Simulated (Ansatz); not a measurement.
A nudged elastic band was laid between two geometries of CH$_{5}$BFN (9 atoms, charge 0, multiplicity 1).

These are results of Ansatz, RKS B3LYP/6-31G*, not measurements.

- movable images: 5
- climbing image: yes
- spring: 5.0 eV/Å²
- optimiser: quadratic models (default)
- start path: through a guess of the saddle point
- force threshold: 0.05 eV/Å
- iteration limit: 60
- end points: relaxed

First end point:

```xyz
9
Properties=species:S:1:pos:R:3
C -0.430 0.967 -0.542
B 0.097 -0.492 -0.259
N 0.549 -0.929 0.996
F 0.122 -1.388 -1.271
H 0.180 1.453 -1.315
H -0.430 1.615 0.341
H -1.454 0.937 -0.937
H 0.883 -1.870 1.155
H 0.570 -0.338 1.813
```

Last end point:

```xyz
9
Properties=species:S:1:pos:R:3
C -0.418 0.972 -0.542
B 0.326 -0.388 -0.254
N 0.323 -1.032 0.993
F 1.014 -0.983 -1.255
H -1.136 0.853 -1.364
H 0.296 1.739 -0.871
H -0.960 1.370 0.323
H 0.805 -1.906 1.155
H -0.163 -0.670 1.800
```

**Question.** What changes between the two ends?

**Answer.** No bond is made or broken. The dihedral H7–C1–B2–F4 goes from 57 to 179°. The two ends are copies of one structure, up to a mirror image or an exchange of like atoms.

**Question.** Give the energies along the band, and the barrier.

**Answer.** The run converged. The highest image is number 3 of 0 to 6, 3.3 kJ/mol above the ends, which have the same energy within 2 meV. A vibrational analysis at the climbing image gives one clearly imaginary mode, 118i cm⁻¹: a first-order saddle point.

| image | path coordinate (Å) | energy (kJ/mol) | dihedral H7–C1–B2–F4 (°) |
| --- | --- | --- | --- |
| 0 | 0.00 | 0.0 | 57 |
| 1 | 0.52 | 0.7 | 78 |
| 2 | 1.03 | 2.4 | 99 |
| 3 | 1.54 | 3.3 | 121 |
| 4 | 2.04 | 2.5 | 141 |
| 5 | 2.53 | 0.8 | 161 |
| 6 | 3.02 | 0.0 | 179 |

**Question.** What is the geometry of the highest image?

**Answer.** 
```xyz
9
Properties=species:S:1:pos:R:3:forces:R:3
C -0.399 0.974 -0.561 -0.01 -0.01 -0.01
B 0.239 -0.447 -0.284 0.00 0.02 0.02
N 0.379 -0.985 1.007 0.01 -0.02 -0.03
F 0.680 -1.200 -1.315 0.00 -0.01 0.01
H -0.419 1.202 -1.632 0.00 0.01 0.00
H 0.162 1.774 -0.060 0.00 0.00 0.00
H -1.429 1.033 -0.188 0.00 0.00 0.00
H 0.794 -1.891 1.173 -0.01 0.00 0.00
H 0.082 -0.505 1.843 0.00 0.00 0.01
```

**Question.** What are the harmonic wavenumbers there?

**Answer.** 118i, 322, 419, 425, 467, 602, 755, 860, 915, 925, 1293, 1397, 1413, 1509, 1509, 1661, 3041, 3093, 3128, 3600, 3700 cm⁻¹.

Time of the run: 3.5 min on 1 thread of Intel(R) Xeon(R) Processor @ 2.50GHz (Skylake/Cascade Lake), with other jobs on the host, peak memory 0.14 GiB.
